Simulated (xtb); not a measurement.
C3H4O2Si, SMILES C=C1OC(=O)[SiH2]1. All values are semi-empirical tight-binding results from xtb (GFN2-xTB unless named), good for trends rather than for accurate numbers. Coordinates come from a GFN2-xTB optimisation. This is a generated structure with no PubChem entry under its InChIKey; it may be hypothetical.

- point group as xtb finds it = Cs
- orbital gap = 3.36 eV
- dipole moment = 4.79 D
- zero-point energy = 37.4 kcal/mol
- G − E(el) at 298.15 K (modified RRHO) = 18.5 kcal/mol
- static polarisability (D4 model) = 67.3 bohr³
- solvation energy, GFN2-xTB/ALPB(water) = -4.1 kcal/mol
- solvation energy, GFN2-xTB/ALPB(octanol) = -5.8 kcal/mol
